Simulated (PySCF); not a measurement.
## Correlation energy of Tm⁵³⁺ (thulium, charge +53)

[Ne] 3s2 3p4, high-spin 3P determinant. Computed with PySCF 2.14 in an even-tempered Gaussian basis (17 s from 12 bohr⁻², ratio 2.5; 12 p from 16 bohr⁻², ratio 2.5; 4 d from 67 bohr⁻², ratio 2.7; 4 f from 100 bohr⁻², ratio 2.7), with the spin-free X2C one-electron Hamiltonian (Gaussian nucleus). Frozen: 1s2; 14 electrons correlated; the 20 highest virtual orbitals of each spin left out.

```
  level  correlation energy (mhartree)
   CCSD                        -608.96
    (T)                          -0.69
CCSD(T)                        -609.65
```

Diagnostics: T1 = 0.00034, D1 = 0.0016, largest double amplitude 0.015.

Spin-orbit coupling is strong in this species (close to jj coupling), so the high-spin LS determinant is a model state, not a physical level.

Cost of the coupled-cluster step: of the order of 50 core-seconds, for 14 correlated electrons.

Iterations:

```
CC2 = 0
CCSD nocc = (np.int64(8), np.int64(6)), nmo = (80, 80)
frozen orbitals [[0, 81, 82, 83, 84, 85, 86, 87, 88, 89, 90, 91, 92, 93, 94, 95, 96, 97, 98, 99, 100], [0, 81, 82, 83, 84, 85, 86, 87, 88, 89, 90, 91, 92, 93, 94, 95, 96, 97, 98, 99, 100]]
max_cycle = 100
direct = 0
conv_tol = 1e-08
conv_tol_normt = 1e-06
diis_space = 8
diis_start_cycle = 0
Init t2, MP2 energy = -0.596637328039973
Init E_corr(UCCSD) = -0.596637328040007
cycle = 1  E_corr(UCCSD) = -0.607115708018064  dE = -0.01047838  norm(t1,t2) = 0.00539116
cycle = 2  E_corr(UCCSD) = -0.608690271989681  dE = -0.00157456397  norm(t1,t2) = 0.000858746
cycle = 3  E_corr(UCCSD) = -0.608961915400033  dE = -0.00027164341  norm(t1,t2) = 0.000147189
cycle = 4  E_corr(UCCSD) = -0.608959658911447  dE = 2.25648859e-06  norm(t1,t2) = 4.90912e-06
cycle = 5  E_corr(UCCSD) = -0.608959660899486  dE = -1.98803862e-09  norm(t1,t2) = 1.6687e-07
UCCSD converged
E(UCCSD) = -10696.13601565881  E_corr = -0.6089596608994857
UCCSD(T) correction = -0.000690085683593964
```

At this charge the one-electron X2C treatment keeps the bare 1/r₁₂, with no two-electron picture change or Breit term. The effect here is smaller than on the frozen 1s shell; and a scalar Hamiltonian misses the large spin-orbit splitting of the p shells, which matters for ns² → np² pairs.

Spin-orbit coupling is strong in this species, so the high-spin LS determinant is a model state.
